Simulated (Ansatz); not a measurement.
A nudged elastic band was laid between two geometries of F3GeH + H2O (8 atoms, charge 0, multiplicity 1).

Theory: RKS PBE-D4/def2-SVP (Ansatz 0.2.0).

* movable images: 7
* climbing image: yes
* spring: 5.0 eV/Å²
* optimiser: quadratic models (default)
* start path: through a guess of the saddle point
* force threshold: 0.05 eV/Å
* iteration limit: 60
* end points: relaxed

Image 0:

```xyz
8
Properties=species:S:1:pos:R:3
Ge 0.167 0.016 0.155
H 0.595 0.448 1.560
F 1.623 0.012 -0.810
F -0.828 1.104 -0.800
F -0.371 -1.638 -0.089
O -2.007 -0.064 1.235
H -2.447 0.477 0.546
H -2.198 -0.984 0.960
```

Image 8:

```xyz
8
Properties=species:S:1:pos:R:3
Ge -0.530 -0.307 -0.429
H 0.168 1.173 2.303
F 0.982 -0.871 0.182
F -0.321 1.369 -0.785
F -0.858 -1.141 -1.914
O -1.850 -0.584 0.699
H -2.521 -1.157 0.275
H -0.535 0.888 2.426
```

**Question.** Which bonds break or form, and what moves?

**Answer.** Bonds broken: Ge1–H2, O6–H8. Bonds formed: Ge1–O6, H2–H8. F3GeH + H2O becomes F3GeHO + H2.

**Question.** What energy profile does the band end with?

**Answer.** It converged. The highest image is number 4 of 0 to 8, 1.81 eV above the first end and 1.39 eV above the last; the last end lies 0.42 eV above the first. Neighbouring images differ by up to 1.2 eV, so the band resolves the path poorly. A vibrational analysis at the climbing image gives one clearly imaginary mode, 1256i cm⁻¹: a first-order saddle point. The orbitals stay closed-shell, which can raise the energy where a bond breaks towards radicals; this wasn't checked here.

| image | path coordinate (Å) | energy (eV) | Ge1–H2 (Å) | O6–H8 (Å) | Ge1–O6 (Å) |
| --- | --- | --- | --- | --- | --- |
| 0 | 0.00 | 0.00 | 1.53 | 0.98 | 2.43 |
| 1 | 1.17 | 0.12 | 1.53 | 0.98 | 2.47 |
| 2 | 2.35 | 0.23 | 1.53 | 0.98 | 2.51 |
| 3 | 3.52 | 0.59 | 1.55 | 0.98 | 2.36 |
| 4 | 4.70 | 1.81 | 1.81 | 1.23 | 1.93 |
| 5 | 5.20 | 1.12 | 2.10 | 1.63 | 1.82 |
| 6 | 5.69 | 0.60 | 2.46 | 1.98 | 1.77 |
| 7 | 6.19 | 0.44 | 2.83 | 2.36 | 1.76 |
| 8 | 6.69 | 0.42 | 3.18 | 2.62 | 1.76 |

**Question.** What is the geometry of the highest image?

**Answer.** 
```xyz
8
Properties=species:S:1:pos:R:3
Ge -0.314 0.029 -0.154
H -0.134 0.843 1.455
F 1.189 -0.803 0.134
F -0.220 1.566 -0.963
F -0.936 -0.967 -1.447
O -1.823 -0.340 0.991
H -2.230 -1.230 1.079
H -0.998 0.272 1.663
```

The band took 34 iterations and of the order of 11 core-minutes.

Run time: 5.6 min on 2 threads of Arm Neoverse V2, on a shared host, peak memory 0.14 GiB.
